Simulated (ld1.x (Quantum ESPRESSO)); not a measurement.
## Plane-wave convergence, TM potential for bismuth (Bi)

```json
{"Element": "Bi (Z = 83)", "Generator": "ld1.x (Quantum ESPRESSO) 7.5", "Type": "norm-conserving Troullier–Martins (Kleinman–Bylander form)", "Functional": "PBE", "Relativity": "scalar-relativistic", "Frozen core": "[Xe] 4f14 5d10", "Valence charge": "5", "Reference configuration": "6s1 6p4", "Partial waves": "6p (bound): rc 1.85 bohr; 6d channel at 0.05 Ry: rc 1.85 bohr; 6s (bound): rc 1.90 bohr", "Local potential": "the s channel", "Core correction": "a·sin(br)/r model core, default radius (core density twice the valence density)"}
```

The pseudo-atom Hamiltonian at the reference potential is diagonalised in spherical Bessel functions j_l(qr) that vanish at 20 bohr, with q² up to the cutoff. All-electron valence levels (Ry): 6p -0.3853, 6s -1.1393.

How do the lowest levels (Ry) of each channel move with the cutoff, and are there ghosts?

```tsv
cutoff (Ry)	p #1	d #1	d #2	s #1	f #1	f #2	Σ f·Δε (mRy)
8	-0.2489	0.0184	0.0871	-1.0979	0.1088	0.2263	587.1
15	-0.3139	0.0169	0.0863	-1.1252	0.1088	0.2263	299.8
30	-0.3821	0.0138	0.0847	-1.1381	0.1088	0.2263	14.2
45	-0.3846	0.0137	0.0847	-1.1388	0.1088	0.2263	3.1
70	-0.3850	0.0130	0.0844	-1.1392	0.1088	0.2263	1.2
100	-0.3852	0.0105	0.0833	-1.1393	0.1088	0.2263	0.4
400	-0.3853	-2.3764	0.0480	-1.1393	0.1088	0.2263	0.0
```

Result: ghost state, extra bound levels that the all-electron valence spectrum of the same l lacks: d at -32.3 eV (a true bound ghost makes a file unfit for plane-wave use); 10 mRy is reached at 35 Ry and 1 mRy at 80 Ry.

Its largest configuration-test error is -620 meV.
